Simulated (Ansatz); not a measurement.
Calculated with Ansatz (gas phase, PBE0-D4/def2-TZVP geometries, no zero-point term in ΔE). CBS: MP2 limit from def2 TZ/QZ plus the TZ coupled-cluster correction, frozen cores. This one scheme is used for every species. DFT in def2-TZVPP. One conformer a species, not always the lowest.

Consider the ligand exchange at the Al–C bond: `[CH3][Al]([NH2])[Cl]` + CH₃OH → `C[O][Al]([NH2])[Cl]` + CH₄.

`[CH3][Al]([NH2])[Cl]`:

```xyz
9

C     0.082   -1.463   -0.370
Al   -0.514    0.313    0.123
N     0.570    1.678    0.365
Cl   -2.563    0.714    0.405
H    -0.211   -2.195    0.388
H     1.167   -1.514   -0.488
H    -0.377   -1.780   -1.310
H     0.273    2.605    0.621
H     1.572    1.643    0.266
```

CH₃OH:

```xyz
6

C     0.060    0.108    0.334
O    -0.673   -0.424   -0.745
H    -0.605    0.116    1.199
H     0.388    1.139    0.148
H     0.937   -0.500    0.584
H    -0.108   -0.439   -1.520
```

`C[O][Al]([NH2])[Cl]`:

```xyz
10

C    -0.374    1.744    0.867
O    -0.521    0.571    0.120
Al    0.446   -0.744   -0.252
N    -0.174   -2.034   -1.260
Cl    2.403   -0.853    0.486
H    -0.513    2.618    0.222
H    -1.131    1.782    1.656
H     0.614    1.820    1.336
H     0.351   -2.850   -1.522
H    -1.101   -2.056   -1.652
```

CH₄:

Z-matrix (Å, degrees):
```
C
H 1 1.090
H 1 1.090 2 109.5
H 1 1.090 2 109.5 3 -120.0
H 1 1.090 2 109.5 3 120.0
```

```csv
species,PBE-D4 energy (Eh)
`[CH3][Al]([NH2])[Cl]`,-798.23728
CH₃OH,-115.63347
`C[O][Al]([NH2])[Cl]`,-873.45200
CH₄,-40.46517
```

Problem. Work out ΔE.

Solution. ΔE = (-873.45200) + (-40.46517) − (-798.23728) − (-115.63347) = -0.04642 Eh = -1.26 eV. CCSD(T)/CBS gives -1.36 eV.

Largest T1 diagnostic among the species: 0.010.

From PBE to PBE0 (25 % exact exchange), in def2-TZVPP and without D4, ΔE moves by −0.03 eV. In def2-TZVPP, CCSD(T) changes the Hartree–Fock value by +0.12 eV (the triples alone add +0.02 eV) and MP2 by +0.08 eV. Leaving LDA and LC-ωPBE aside and taking each functional with its dispersion term where it has one, the values, not all of them listed here, spread over 0.20 eV, from BHLYP-D4 to PBE-D4.
